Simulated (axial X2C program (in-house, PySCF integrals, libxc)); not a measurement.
## Outer orbitals of TeI⁻ at 2.792 Å, PBE0

Calculated with an in-house relativistic program for diatomic molecules. Spin-free means the one-electron spin-free X2C Hamiltonian; two-component (2c) means X2C with spin–orbit coupling and atomic mean-field two-electron Coulomb and Gaunt terms, so the difference of the two also holds small scalar two-electron terms. Basis: I dyall-av3z [12s13p9d2f], Te dyall-av3z [12s13p9d2f] (cores contracted in-house); Gaussian nuclei, density fitting, unrestricted open shells. Masses: I 126.904 u, Te 129.906 u.

The distance is close to the 2c PBE0 minimum; the highest filled and lowest empty levels are listed.

Spin-free orbitals, state M_S = 0, Λ = 0 (closed shell) (Löwdin shares):

| symmetry | occupied | ε (eV) | atomic character |
| --- | --- | --- | --- |
| σα | yes | -14.48 | 77% I s, 8% Te s, 6% Te p |
| σα | yes | -10.69 | 74% Te s, 11% I p, 8% I s |
| σα | yes | -4.20 | 58% I p, 32% Te p, 5% Te s |
| π+α | yes | -3.33 | 83% I p, 11% Te p, 3% Te d |
| π-α | yes | -3.33 | 83% I p, 11% Te p, 3% Te d |
| π+α | yes | -0.85 | 80% Te p, 10% I p, 6% I d |
| π-α | yes | -0.85 | 80% Te p, 10% I p, 6% I d |
| σα | no | 2.00 | 50% Te p, 24% I p, 10% I d |
| σα | no | 3.40 | 41% I p, 35% Te s, 13% Te p |
| σα | no | 3.68 | 64% Te p, 16% I s, 16% Te s |
| π+α | no | 3.96 | 82% Te p, 16% I p |
| π-α | no | 3.96 | 82% Te p, 16% I p |

One partner of each degenerate Kramers or spin pair is listed.

Spinors with spin–orbit coupling (state Ω = 0):

| ω | occupied | ε (eV) | atomic character | λ mixture |
| --- | --- | --- | --- | --- |
| 1/2 | yes | -14.46 | 77% I s, 8% Te s, 6% Te p | 100% σ |
| 1/2 | yes | -10.69 | 73% Te s, 11% I p, 8% I s | 100% σ |
| 1/2 | yes | -4.35 | 64% I p, 26% Te p, 5% Te s | 85% σ, 15% π |
| 1/2 | yes | -3.54 | 75% I p, 20% Te p, 3% Te d | 86% π, 14% σ |
| 3/2 | yes | -3.01 | 82% I p, 13% Te p, 3% Te d | 100% π |
| 1/2 | yes | -1.10 | 78% Te p, 12% I p, 6% I d | 97% π, 3% σ |
| 3/2 | yes | -0.60 | 79% Te p, 11% I p, 7% I d | 100% π |
| 1/2 | no | 2.03 | 50% Te p, 24% I p, 9% I d | 98% σ, 2% π |
| 1/2 | no | 3.42 | 41% I p, 34% Te s, 12% Te p | 99% σ, 1% π |
| 1/2 | no | 3.67 | 66% Te p, 15% Te s, 14% I s | 98% σ, 2% π |
| 1/2 | no | 3.95 | 82% Te p, 15% I p | 97% π, 3% σ |

One partner of each degenerate Kramers or spin pair is listed.

**Question.** How does the gap between the highest filled and lowest empty level change from the spin-free to the 2c table?

**Answer.** From 2.85 to 2.63 eV at PBE0, a change of -0.22 eV.

Mulliken charges and populations of the two-component result (they depend on the basis, above all on diffuse functions):

I -0.36 e (s 9.96 p 23.31 d 20.08 f 0.01), Te -0.64 e (s 9.98 p 22.59 d 20.06 f 0.01).

The state is one determinant whose occupation by symmetry is held fixed; it was picked as the lowest of a PBE0 search that is not exhaustive.
